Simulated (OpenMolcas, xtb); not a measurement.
**How methods differ on CHClFNOSi (SMILES O=C=N[SiH](F)Cl)**

CHClFNOSi has 7 atoms, charge 0, and is taken as a singlet. SMILES: `O=C=N[SiH](F)Cl`. Geometry: relaxed at PBE0-D4/def2-TZVP. This is one conformer, not always the lowest.

Quantity: the HOMO–LUMO gap, in eV. The values are calculated.

```
                              level            kind     program  value (eV)
                           GFN1-xTB  semi-empirical         xtb        6.41
    HF/6-31G* (spherical functions)    Hartree–Fock  OpenMolcas       16.44
 SVWN5/6-31G* (spherical functions)             LDA  OpenMolcas        6.67
  BLYP/6-31G* (spherical functions)             GGA  OpenMolcas        6.75
 M06-L/6-31G* (spherical functions)        meta-GGA  OpenMolcas        7.49
  PBE0/6-31G* (spherical functions)   global hybrid  OpenMolcas        9.19
 B3LYP/6-31G* (Cartesian functions)   global hybrid  OpenMolcas        8.68
B2PLYP/6-31G* (spherical functions)   double hybrid  OpenMolcas       11.88
```

The values span 6.41 to 16.44 eV. Orbital gaps aren't excitation energies, and those of double hybrids come from the SCF part alone; they tend to grow with the share of exact exchange.
